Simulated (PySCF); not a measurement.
BeH₃NSe, SMILES [NH2][Be][SeH].

The structure is a stationary point at PBE0-D3(BJ)/def2-TZVP. One conformer was computed; it need not be the lowest.

Calculation: C-PCM-B3LYP/def2-SVP (PySCF).

The values are the electrostatic part of the solvation free energy, E(continuum) − E(gas) at the gas-phase geometry, in a cavity of scaled van der Waals radii (PySCF's table); cavitation and dispersion terms are not included. A continuum can't describe solvent molecules that bind to the metal. In vacuum the orbital gap is 6.38 eV. The dipole moment in vacuum is 2.17 D.

**Question.** Estimate the values in water (ε = 78.36), ethanol (ε = 24.85), chloroform (ε = 4.71). (The exact figures need the calculation; the answer reports its results.)

**Answer.** 
| solvent | ε | ΔG(elec) (kcal/mol) | dipole (D) | gap (eV) |
|---|---|---|---|---|
| water | 78.36 | -5.1 | 2.86 | 6.67 |
| ethanol | 24.85 | -4.9 | 2.84 | 6.66 |
| chloroform | 4.71 | -4.0 | 2.69 | 6.60 |
